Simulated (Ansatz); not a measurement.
Zn2S. Charge 0, multiplicity 3. Geometry r2SCAN-D4/def2-TZVP, that of the charge +1 doublet; atoms count from 1.

| atom | x (Å) | y (Å) | z (Å) |
| --- | --- | --- | --- |
| Zn1 | -0.482 | 1.645 | 0.712 |
| Zn2 | -0.024 | -1.852 | -0.125 |
| S3 | 0.506 | 0.207 | -0.588 |

The structure comes from a short search, and lower isomers may exist.

Problem. Estimate the Mulliken populations from the PBE0/def2-TZVP orbitals of Ansatz.

Solution. 
```csv
atom,charge (e),spin (α − β),d electrons
Zn1,0.21,0.81,10.02
Zn2,0.21,0.81,10.02
S3,-0.42,0.37,–
```
Mulliken values depend strongly on the basis.

Problem. Where does the spin sit?

Solution. Summed by element: Zn 1.63, S 0.37, of 2 unpaired in all. Largest on single atoms: Zn1 0.81, Zn2 0.81, S3 0.37.

Problem. And the Mayer bond orders between heavy atoms (over 0.3)?

Solution. Zn1–S3 1.09 (2.18 Å); Zn2–S3 1.09 (2.18 Å).
